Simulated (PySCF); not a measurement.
GeSe, SMILES [Ge]=[Se] (connectivity only; charge and spin as stated), neutral, multiplicity 1.

Geometry: PBE-D3(BJ)/def2-TZVP.

The numbers are results of PBE-D3(BJ)/def2-TZVP (PySCF), not measurements.

Frequencies are harmonic and unscaled.

### Question
Give all harmonic wavenumbers and intensities. (An estimate is asked for; the answer gives what the named calculation found.)

### Answer

```
mode  ν (cm⁻¹)  IR (km/mol)  moving atoms (share of kinetic energy)
----  --------  -----------  --------------------------------------
1          395         16.0                        Ge 52 %, Se 48 %
```
